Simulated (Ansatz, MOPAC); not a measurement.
The molecule TaO+, multiplicity 3 (lowest of 2S+1 = 1, 3, 5, 7, 9 at CCSD(T)/def2-TZVPP on PBE0 minima; our sources give no spin for the ground state, which may be another). No spin–orbit coupling.

The constants come from a fifth-degree fit in 1/R (seven points, main isotopes). Runs in def2 and cc sets follow the lowest solution found near the PBE0 minimum.

The state that PM6 reach isn't checked.

Run with Ansatz (Gaussian orbitals); MOPAC for PM6 (differences of heats of formation). Values without a source in brackets are computed. In def2 rows elements past Kr take small-core potentials, without spin–orbit coupling.

Question: What bond length and harmonic frequency does PM6 give?

Answer: r_e = 1.621 Å, ω_e = 1221 cm⁻¹.

Question: What bond length and harmonic frequency does r2SCAN/def2-TZVPP give?

Answer: r_e = 1.668 Å, ω_e = 1079 cm⁻¹.

Question: What bond length and harmonic frequency does wB97M-V/def2-TZVPP give?

Answer: r_e = 1.656 Å, ω_e = 1120 cm⁻¹.

Ansatz is an electronic-structure program.
